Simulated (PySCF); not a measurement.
Löwdin shares of the frontier orbitals

Compound: SnIH3.
Structure used (PBE0-D3(BJ)/def2-SVP), in Å, numbered top down from 1:
```
atom  x, y, z in Å
Sn1   -0.0017    0.0027   -0.2427
I2     0.0167   -0.0263    2.4575
H3     1.6286    0.0127   -0.7495
H4    -0.8259    1.4204   -0.7178
H5    -0.8178   -1.4094   -0.7474
```

Method used: TDDFT wB97X-D/def2-SVPD, vertical, gas phase, core orbitals frozen in the response, def2 core potentials past Kr in PySCF 2.14.0, density-fitted response routines. Spin–orbit coupling is left out.

Kohn–Sham orbitals with the atoms that hold most of them (Löwdin shares over 4%, at most four atoms; ? is withheld):

| orbital | ε (eV) | atoms |
| --- | --- | --- |
| LUMO+2 | 1.96 | I2 49%, Sn1 40% |
| LUMO+1 | 1.22 | Sn1 53%, I2 14%, H5 11%, H4 11% |
| LUMO | ? | I2 39%, Sn1 36%, H4 8%, H3 8% |
| HOMO | -9.28 | I2 88%, Sn1 8% |
| HOMO-1 | -9.28 | I2 88%, Sn1 8% |
| HOMO-2 | -10.83 | I2 64%, Sn1 25% |
| HOMO-3 | -11.77 | Sn1 42%, H3 32%, H4 11%, H5 7% |

(1) What is the LUMO energy, and the HOMO–LUMO gap?

Answers

(1) ε(LUMO) = 0.09 eV; the gap is 9.37 eV (0.3442 hartree).

Within 0.005 eV of a neighbour in this list lie HOMO-1/HOMO (point group found: C3v); within a degenerate set the shares of single atoms can hang on how the components are chosen.

The HOMO–LUMO gap is 9.37 eV. Where does the response calculation put the lowest singlet, and from which orbitals?

S1 is at 4.88 eV (f = 0.012), 4.49 eV below the gap, made of HOMO-1/HOMO→LUMO (≥91%). S1/S2 lie within about 0.01 eV of each other. Without the coupling terms of the response equations the lowest excitation would equal the gap.

Next come S2 at 4.88 eV (f 0.012), HOMO-1/HOMO→LUMO (≥91%); S3 at 6.65 eV (f 0.024), HOMO-1/HOMO→LUMO+1 (≥88%); S4 at 6.65 eV (f 0.024), HOMO-1/HOMO→LUMO+1 (≥88%); S5 at 6.90 eV (f 0.206), HOMO-2→LUMO (59%), HOMO-1/HOMO→LUMO+4 (≥15%), HOMO-1/HOMO→LUMO+3 (≥15%).

Orbitals of the list HOMO-3 to LUMO+2 that lie within 0.01 eV of each other are written together with a slash and their weights summed (≥ marks a lower bound); for degenerate orbitals outside that list single weights are arbitrary.

Löwdin shares depend on the basis, the more so with diffuse functions.
